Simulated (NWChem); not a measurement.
## Basis-set dependence for HSi

```xyz
2

Si     0.0000     0.0000     0.1027
H      0.0000     0.0000    -1.4375
```
Charge 0, spin multiplicity 2.

Program: NWChem. Structure: optimised with UPBE0/def2-SVP, a minimum by its harmonic frequencies.

Hartree-Fock energies in Ha, correlation energies in mHa.

The correlated methods keep 5 core orbitals frozen. The Pople sets run with spherical d functions. This spin state was chosen for the runs; another may lie lower. The structure started from a generated list of species. The unpaired electrons of the parent sit in orbitals of symmetry b2 (C2v labels of the run); other states weren't searched. The stability of the SCF solutions was not checked. Open-shell Hartree-Fock references start from PBE0 orbitals. Coupled-cluster values serve here as a point of comparison, not as the truth.

```csv
basis,functions,UHF,UMP2,SCS-UMP2,CCSD on ROHF,CCSD[T] on ROHF,CCSD(T) on ROHF,CCSD on UHF,CCSD[T] on UHF,CCSD(T) on UHF,CCSDT on ROHF,URI-MP2
6-31G*,20,-289.40886,-52.5,-58.0,-76.9,-78.4,-78.4,-73.8,-75.2,-75.2,-78.8,not run
cc-pVDZ,23,-289.42917,-64.9,-71.1,-93.3,-95.2,-95.2,-89.3,-91.0,-91.0,-95.7,-64.8
cc-pVTZ,48,-289.43879,-80.6,-88.4,-109.4,-112.7,-112.7,-104.7,-107.8,-107.7,-113.4,-80.6
cc-pVQZ,89,-289.44164,-86.1,-94.7,-113.3,-117.1,-117.1,not run,not run,not run,not run,-86.1
```

From cc-pVTZ to cc-pVQZ the Hartree-Fock energy moves by -2.8 mHa and the UMP2 correlation energy by -5.5 mHa, which is 6 % of its value in the larger set.
